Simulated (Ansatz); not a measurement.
System: sum formula Si₂NH₆, net charge 0, doublet state. It need not be the lowest isomer of its formula. 
Structure (B3LYP-D3(BJ)/def2-TZVP (Ansatz, a quantum-chemistry and plane-wave program) minimum search):
```xyz
9

N     -1.7069    -0.6543     0.2502
Si    -0.5854     0.6320     0.0008
Si     1.5395    -0.3187    -0.2346
H     -1.5570    -1.3337     0.9790
H     -2.6900    -0.5175     0.0747
H     -0.5409     1.6696     1.0745
H     -0.9946     1.3340    -1.2392
H      1.7071    -1.5605     0.5686
H      2.6680     0.6032     0.0640
```
Charge 0, spin multiplicity 2.

Parts of the frozen-core correlation energy in aug-cc-pV(Q+d)Z (Ansatz, hartree). Frozen orbitals: 11; correlated occupied orbitals by spin: 10 and 9; virtual: 513 and 514. Open shells are spin-unrestricted. No spin-orbit coupling. Non-relativistic.

| term | value |
|---|---|
| reference (HF) | -635.85842 |
| MP2 opposite-spin | [?] |
| MP2 same-spin | -0.09282 |
| CCSD correlation | [?] |
| (T) | [?] |
| T1 diagnostic | 0.014 |
| largest doubles amplitude | 0.008 |
| <S^2> of the reference | 0.760 |

What belongs in the gaps?


- MP2 opposite-spin, value: -0.39198
- CCSD correlation, value: -0.52567
- (T), value: -0.02029
